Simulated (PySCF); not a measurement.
C₂H₇FOSi₂.
SMILES: `O[Si@@H]1C[SiH2][C@@H]1F`

Torsions of this conformer, `[OH:1][Si@@H:2]1[CH2:3][SiH2:4][C@@H:5]1[F:6]`: H–O1–Si2–C3 115°.

The closed-shell ground state was solved at several levels (PySCF, density fitting, gas phase, non-relativistic). The structure is a single PBE0-D3(BJ)/def2-SVP conformer in the gas phase; no vibrational or solvent corrections.

```csv
level,basis functions,total energy (Eh),HOMO (eV),LUMO (eV),gap (eV),dipole (D)
OPBE/pcSseg-1,151,-834.2450,-6.22,-0.89,5.33,1.52
LC-wPBE/pcSseg-1,151,-834.1340,-10.25,2.17,12.42,1.84
PBE0/6-31G*,106,-833.9352,-7.34,0.17,7.51,1.61
PBE0/def2-TZVP,240,-834.1206,-7.57,-0.31,7.26,1.62
KT2/pcSseg-1,151,-843.2768,-6.34,-1.19,5.15,1.55
PBE/pcSseg-1,151,-833.8799,-6.24,-1.02,5.22,1.53
PBE0/aug-cc-pVDZ,209,-834.0150,-7.60,-0.51,7.09,1.73
LDA/pcSseg-1,151,-830.2454,-6.38,-1.27,5.11,1.61
B3LYP/def2-TZVP,240,-834.6793,-7.38,-0.52,6.86,1.64
wB97X-D/pcSseg-1,151,-834.3721,-9.46,1.71,11.17,1.82
CAM-B3LYP/pcSseg-1,151,-834.3796,-8.94,1.00,9.94,1.80
KT3/pcSseg-1,151,-842.5114,-6.36,-1.06,5.30,1.54
B97-D/pcSseg-1,151,-834.2796,-6.26,-0.86,5.40,1.59
```

**Question.** What might BP86/pcSseg-1 (151 basis functions) give for the same quantities?

**Answer.** Total energy -834.5172 Eh, HOMO -6.36 eV, LUMO -1.09 eV, gap 5.27 eV, dipole 1.55 D.

**Question.** Over all these levels, which gives the widest orbital gap and which the narrowest?

**Answer.** LC-wPBE/pcSseg-1 (range-separated hybrid) has the widest, 12.42 eV, and LDA/pcSseg-1 (LDA) the narrowest, 5.11 eV. The two share the basis. From the narrowest to the widest the HOMO moves by -3.87 eV and the LUMO by +3.44 eV.

**Question.** How much does the basis alone move the frontier levels among the 3 PBE0 rows?

**Answer.** The HOMO by 0.26 eV and the LUMO by 0.68 eV. By rising basis size (HOMO, LUMO in eV): 6-31G* -7.34, 0.17; aug-cc-pVDZ -7.60, -0.51; def2-TZVP -7.57, -0.31.

**Question.** How far do the dipole and the HOMO energy spread over the levels?

**Answer.** The dipole runs from 1.52 to 1.84 D (mean 1.64 D) and the HOMO from -10.25 to -6.22 eV.

The pairwise dispersion term of B97-D and wB97X-D wasn't added to the energies; at a given geometry it leaves orbitals and properties as they are.
